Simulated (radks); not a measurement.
Question: All-electron atom: In2+ in [Kr] 4d10 5s1. Method: Dirac Kohn-Sham, PBE, spin-unpolarised, spherical densities, finite nucleus; Fermi nuclear charge, rms radius 4.6156 fm; computed with a radial shooting solver on a logarithmic mesh with Libxc functionals. Some entries of the table are withheld. Estimate them.

| orbital | occ. | eigenvalue (hartree) | <r> (bohr) | <1/r> (bohr^-1) |
|---|---|---|---|---|
| 1s1/2 | 2 | -1019.918 | 0.02971 | 51.86 |
| 2s1/2 | 2 | (1) | 0.1281 | 12.00 |
| 2p1/2 | 2 | -142.9452 | 0.1085 | 11.98 |
| 2p3/2 | 4 | -135.1956 | 0.1137 | 11.19 |
| 3s1/2 | 2 | -29.61640 | 0.3483 | 4.227 |
| 3p1/2 | 2 | -25.46424 | 0.3394 | (2) |
| 3p3/2 | 4 | -24.06444 | 0.3505 | (3) |
| 3d3/2 | 4 | -16.72068 | 0.3223 | 3.785 |
| 3d5/2 | 6 | -16.43391 | 0.3258 | 3.735 |
| 4s1/2 | 2 | -5.05771 | 0.8481 | 1.642 |
| 4p1/2 | 2 | -3.70210 | (4) | 1.523 |
| 4p3/2 | 4 | -3.45784 | (5) | 1.461 |
| 4d3/2 | 4 | -1.36142 | 1.156 | 1.158 |
| 4d5/2 | 6 | -1.32934 | 1.171 | 1.141 |
| 5s1/2 | 1 | -0.86974 | 2.342 | 0.5496 |

Answer: 
(1) 2s1/2 eigenvalue (hartree): -153.2327
(2) 3p1/2 <1/r> (bohr^-1): 4.135
(3) 3p3/2 <1/r> (bohr^-1): 3.942
(4) 4p1/2 <r> (bohr): 0.9010
(5) 4p3/2 <r> (bohr): 0.9312
